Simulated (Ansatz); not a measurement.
Basis sets compared for B₅N₆⁻ (the lowest singlet isomer of a short search). Total charge -1; singlet. Geometry B3LYP-D4/def2-SVPD. Ansatz on 4 threads of Intel Xeon on a shared host; times are rough, and most runs start from earlier orbitals.

```xyz
11

B    -1.146   -1.697   -0.514
B     0.683   -1.887    0.796
B     1.710    0.161    1.167
B    -1.102    1.485   -1.020
B     0.738    2.021    0.175
N     1.700    1.469    0.939
N    -0.237    2.468   -0.582
N    -1.861   -0.850   -1.156
N    -0.307   -2.520    0.211
N    -1.843    0.501   -1.371
N     1.663   -1.151    1.356
```

The structure comes from a short search, and lower isomers may exist.

```json
{"level": "HF/6-31G", "functions": "99", "energy (Eh)": "-450.1286", "HOMO (eV)": "-3.57", "LUMO (eV)": "7.27", "wall time": "2.1 s"}
{"level": "PBE-D4/def2-SVPD", "functions": "220", "energy (Eh)": "-452.1824", "HOMO (eV)": "-0.21", "LUMO (eV)": "2.34", "wall time": "5.5 s"}
{"level": "PBE0-D4/def2-SVPD", "functions": "220", "energy (Eh)": "-452.1849", "HOMO (eV)": "-1.25", "LUMO (eV)": "2.92", "wall time": "9 s"}
```

Q: Estimate the rows for HF/def2-TZVPD, PBE-D4/def2-TZVPD, PBE0-D4/def2-TZVPD.

A: 
| level | functions | energy (Eh) | HOMO (eV) | LUMO (eV) | wall time |
| --- | --- | --- | --- | --- | --- |
| HF/def2-TZVPD | 407 | -450.5189 | -3.57 | 3.73 | 17 s |
| PBE-D4/def2-TZVPD | 407 | -452.6424 | -0.17 | 2.14 | 12 s |
| PBE0-D4/def2-TZVPD | 407 | -452.6467 | -1.20 | 2.64 | 30 s |
